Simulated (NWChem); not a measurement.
**NWChem input wanted**

SnSiH4OF: 8 atoms, total charge 0, spin state quartet. As SMILES of the parent species, `[F][SnH][O][SiH3]`. The shape is that of a PBE0-D4/def2-TZVP optimisation. This is one conformer, not always the lowest. That shape belongs to the parent species and isn't relaxed for this state.

```xyz
8

F    -1.6073    1.7317    1.0203
Sn   -0.4207    1.8745   -0.4935
O     0.2100    0.0393   -0.6944
Si    0.7138   -1.1827    0.2769
H    -1.4357    2.1763   -1.8771
H     1.7291   -1.9821   -0.4567
H    -0.4272   -2.0613    0.6436
H     1.3303   -0.6529    1.5250
```

Settings wanted:

| Setting | Value |
| --- | --- |
| task | energy |
| method | HF |
| basis set | def2-SVP |
| core potential | def2-SVP |
| reference | UHF |
| SCF convergence threshold | 1e-08 |
| iteration cap | 80 |
| symmetry | none |
| module | scf |

Task: Give an NWChem 7.3.0 job that does this.

Result: One that was run (others would do as well):

fh4osisn.xyz:
```
8
FH4OSiSn
F     -1.607300     1.731700     1.020300
Sn    -0.420700     1.874500    -0.493500
O      0.210000     0.039300    -0.694400
Si     0.713800    -1.182700     0.276900
H     -1.435700     2.176300    -1.877100
H      1.729100    -1.982100    -0.456700
H     -0.427200    -2.061300     0.643600
H      1.330300    -0.652900     1.525000
```

run.py:
```python
from ase.io import read
from ase.calculators.nwchem import NWChem

system = read('fh4osisn.xyz')

calc = NWChem(
    label='fh4osisn',
    theory='scf',
    memory='1800 mb',
    basis='def2-SVP',
    basispar='spherical bse',
    scf={'nopen': '3', 'uhf': None, 'thresh': '1e-08', 'maxiter': '80', 'print': 'low'},
    task='energy',
    **{'ecp bse': {'Sn library': 'def2-SVP'}},
)
system.calc = calc

print(f"energy = {system.get_potential_energy():.6f} eV")
```

```bash
$ export ASE_NWCHEM_COMMAND="nwchem PREFIX.nwi > PREFIX.nwo"
$ python run.py
```

Calculated total energy: -678.48140 Eh. Without diffuse functions the anion is poorly described.
